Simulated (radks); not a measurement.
The nuclear charge of neutral platinum is varied continuously with 78 electrons held in [Xe] 4f14 5d9 6s1. All-electron calculation, Dirac Kohn-Sham, LDA (Slater exchange, Perdew-Wang correlation), spin-unpolarised, spherical densities, finite nucleus; open shells fill j = l - 1/2 first; Fermi nuclear charge, rms radius 5.427 fm. Program: a radial shooting solver on a logarithmic mesh with Libxc functionals. By the Hellmann-Feynman theorem dE/dZ = E(electron-nucleus)/Z, the electronic potential at the nucleus (averaged over a nucleus of fixed radius).

Z	E (hartree)	E(electron-nucleus)/Z (hartree)	HOMO	e(HOMO) (eV)	<r> HOMO (bohr)
77.8	-18314.0013	-591.715	5d5/2	-3.900	1.791
78	-18432.5877	-594.149	5d5/2	-5.833	1.743
78.2	-18551.6612	-596.586	6s1/2	-7.548	2.824
78.4	-18671.2222	-599.024	6s1/2	-9.224	2.748
78.6	-18791.2711	-601.465	6s1/2	-10.977	2.679
78.8	-18911.8086	-603.910	6s1/2	-12.803	2.615
79	-19032.8352	-606.357	6s1/2	-14.700	2.556

The central difference of E at Z = 78 is -594.150 hartree, to compare with the third column; the second derivative is -12.2 hartree.
